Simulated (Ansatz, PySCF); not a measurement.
Bond stretch in MgH, doublet. Each curve is given relative to its own lowest point near equilibrium.

```
R / Å     A     B     C
-----  ----  ----  ----
1.33   27.3  27.9  27.7
1.38   19.5  20.2  19.9
1.49    7.9   8.6   8.3
1.57    3.2   3.8   3.5
1.66    0.5   0.9   0.7
1.70    0.1   0.3   0.2
1.74    0.0   0.0   0.0
1.79    0.3   0.1   0.2
1.84    1.0   0.5   0.8
1.91    2.6   1.6   2.1
1.98    4.6   3.2   3.8
2.13   10.2   7.4   8.5
2.40   21.2  15.6  17.6
2.63   27.6  21.5  23.9
2.92   31.2  26.7     —
3.16   32.0  29.3     —
3.48   32.0  31.3     —
3.81   31.7  32.2     —
4.22   31.5  32.6     —
4.76   31.4  32.8     —
5.30   31.4  32.9     —
6.00   31.4  33.0     —
6.86   31.4  33.0     —
```

Energies in kcal/mol.

Task: Which curve belongs to which method? The methods are CCSD(T) on ROHF/cc-pVTZ, frozen core in Ansatz (an electronic-structure program); PySCF with unrestricted B3LYP/6-31G*, spherical d; MP2 on UHF/cc-pVTZ, frozen core (Ansatz).

Result: A is UMP2; B is UKS-B3LYP/6-31G*; C is ROCCSD(T).

Dashes: no converged value, or the column stops at the first point that the program doubted or that broke a chosen test of continuity, which isn't proof of a fault.

The T1 diagnostic of CCSD on the restricted reference of ROCCSD(T) exceeds 0.045 at 1.98 to 3.16 Å. The unrestricted determinant behind UMP2 is spin-contaminated at 2.40 to 3.16 Å (<S²> up to 0.9, against 0.75 for a pure doublet).
